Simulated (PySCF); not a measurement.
Coordinates in bohr (charge 0 multiplicity 5):
```
Pd    0.0107    0.1366    0.0000
O     0.0275   -3.4128    0.0000
O     3.5113    1.2239    0.0000
O    -3.5405    1.0312    0.0000
H     3.8040    3.0292    0.0000
H    -4.7164   -0.3685    0.0000
```

Method: UPBE0/[Pd def2-SVP with ECP28, O def2-SVP, H def2-SVP], scalar-relativistic core potentials, density fitting, no spin–orbit coupling, PySCF.

This geometry of PdO(OH)2 is a stationary point at this level.

(1) What is the point group?

(2) Is it a minimum?

(3) What are the dipole moment and the gap between the highest occupied and lowest empty levels of either spin?

(4) Give the ideal-gas entropy at 298.15 K and 1 bar by parts.

Answers

(1) Cs.

(2) Yes: all harmonic wavenumbers are real.

(3) 1.57 D and 2.77 eV.

(4) translation 171.8, rotation 107.7, vibration 58.1, spin 13.4; total 351.0 J/(mol K).

Other isomers or separated fragments may lie lower. Other spin states or occupations of the open shell can lie lower. At this level a triplet minimum of Cs symmetry lies 94 kJ/mol below this structure.
